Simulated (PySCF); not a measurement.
Geometries of 3 isomers of C7H5NO, from PBE0-D3(BJ)/def2-SVP geometry optimisation, gas phase in PySCF. One conformer each, no zero-point energy, no frequencies.

Problem. Which isomer lies lowest at this level?
A.
```xyz
14
angstrom
N      3.581   -1.840   -0.379
C      2.589   -1.252   -0.257
C      1.363   -0.526   -0.107
C      1.390    0.846    0.169
C      0.183    1.528    0.310
C     -1.032    0.865    0.181
C     -1.057   -0.508   -0.095
O     -2.260   -1.099   -0.210
C      0.143   -1.205   -0.239
H      2.345    1.363    0.269
H      0.189    2.599    0.525
H     -1.982    1.391    0.290
H     -2.146   -2.037   -0.399
H      0.140   -2.277   -0.454
```
B.
```xyz
14
angstrom
C     -1.895    0.695    0.070
C     -1.937   -0.710    0.119
C     -0.779   -1.481    0.049
C      0.407   -0.771   -0.069
O      1.680   -1.239   -0.155
C      2.440   -0.122   -0.257
N      1.809    0.998   -0.244
C      0.476    0.629   -0.122
C     -0.694    1.387   -0.051
H     -2.832    1.253    0.129
H     -2.904   -1.210    0.213
H     -0.799   -2.571    0.085
H      3.515   -0.282   -0.341
H     -0.655    2.477   -0.090
```
C.
```xyz
14
angstrom
N      3.205   -0.727   -0.813
C      2.061   -0.675   -0.620
C      0.670   -0.522   -0.342
C     -0.273   -1.508   -0.676
C     -1.614   -1.314   -0.385
C     -2.016   -0.129    0.242
C     -1.096    0.855    0.578
C      0.261    0.672    0.291
O      1.122    1.637    0.628
H      0.070   -2.421   -1.164
H     -2.348   -2.079   -0.643
H     -3.072    0.031    0.473
H     -1.400    1.782    1.066
H      2.022    1.388    0.370
```

Solution. B. That is `c1ccc2ocnc2c1` (benzoxazole), 9.9 kcal/mol below the next.

```json
{"SMILES": "c1ccc2ocnc2c1", "atoms numbered as above": "[cH:1]1[cH:2][cH:3][c:4]2[o:5][cH:6][n:7][c:8]2[cH:9]1", "E (Eh)": "-398.99512", "relative (kcal/mol)": "0.0", "relative (kJ/mol)": "0.0", "dipole (D)": "1.31"}
{"SMILES": "N#Cc1ccccc1O", "atoms numbered as above": "[N:1]#[C:2][c:3]1[cH:4][cH:5][cH:6][cH:7][c:8]1[OH:9]", "E (Eh)": "-398.97932", "relative (kcal/mol)": "9.9", "relative (kJ/mol)": "41.5", "dipole (D)": "3.21"}
{"SMILES": "N#Cc1cccc(O)c1", "atoms numbered as above": "[N:1]#[C:2][c:3]1[cH:4][cH:5][cH:6][c:7]([OH:8])[cH:9]1", "E (Eh)": "-398.97477", "relative (kcal/mol)": "12.8", "relative (kJ/mol)": "53.4", "dipole (D)": "3.58"}
```

As drawn, the highest has a C≡N group and an O–H bond, which the lowest lacks.
